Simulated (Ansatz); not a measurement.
Basis sets compared for cis-RuCl2(PF3)4 (P4RuCl2F12). Charge 0, multiplicity 1. Geometry PBE-D4/def2-SVP. Ansatz on 2 threads of AMD EPYC 7R13 on a shared host and a share (18 GiB) of an NVIDIA H100 80GB HBM3; times are rough, and most runs start from earlier orbitals.

Cartesian coordinates in Å:
```
Cl -0.2051 -0.0015 -2.7420
Cl 1.7005 -2.0574 -0.6794
F 1.4379 -1.2999 2.5356
F -0.8737 -0.6019 2.7313
F 0.8931 1.0595 2.5660
F -2.7385 1.2011 -0.9884
F -0.9170 2.8048 -1.1070
F -1.7617 2.0815 1.0422
F -2.9109 -1.6035 -0.1835
F -1.1909 -3.0312 0.7603
F -1.4299 -2.8398 -1.6530
F 3.1896 0.8838 0.4072
F 1.9497 2.6120 -0.7659
F 2.8869 0.7483 -2.0004
P 0.4222 -0.2899 1.8420
P -1.2961 1.4503 -0.3588
P -1.3546 -1.9175 -0.3697
P 2.0398 1.0189 -0.6923
Ru 0.1587 -0.2177 -0.3440
```

In the def2 sets Ru takes a core potential; there is no spin–orbit coupling. Single mean-field runs in def2-TZVP are fitted with def2-universal-jkfit.

Binding counts from free atoms (Cl doublet, F doublet, P quartet, Ru quintet) in the same basis, without a counterpoise term.

| level | functions | energy (Eh) | HOMO (eV) | LUMO (eV) | binding per atom (eV) | wall time |
| --- | --- | --- | --- | --- | --- | --- |
| PBE-D4/def2-SVP | 307 | -3575.7224 | -6.49 | -3.50 | 4.16 | 8 s |
| PBE0-D4/def2-SVP | 307 | -3575.8181 | -8.00 | -2.76 | 3.86 | 6.5 s |

(1) Estimate the rows for PBE-D4/def2-TZVP (with forces), PBE0-D4/def2-TZVP.

Answers

(1) 
```tsv
level	functions	energy (Eh)	HOMO (eV)	LUMO (eV)	binding per atom (eV)	wall time
PBE-D4/def2-TZVP (with forces)	634	-3578.1251	-6.75	-3.70	4.22	9 s
PBE0-D4/def2-TZVP	634	-3578.2145	-8.14	-2.83	3.97	12 s
```
